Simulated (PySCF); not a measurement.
Computed IR spectrum (relative IR intensity) of a molecule C3H10Si. The structure is a stationary point at B3LYP-D3(BJ)/def2-SVP. Other conformers were not sampled. Level of theory: B3LYP-D3(BJ)/def2-SVP in PySCF 2.14.0. Frequencies are harmonic and unscaled.

```
ν (cm⁻¹)  relative intensity
--------  ------------------
614                      5.6
704                      7.8
847                       13
869                       20
915                      100
1268                      17
1448                     2.7
2184                      49
3024                     5.1
3111                     8.0
3117                     8.5
```

Problem. Identify the compound among the candidates.
(A) CCC[SiH3]
(B) CC(C)[SiH3]
(C) CC[SiH2]C
(D) C[SiH](C)C

Solution. D, C[SiH](C)C
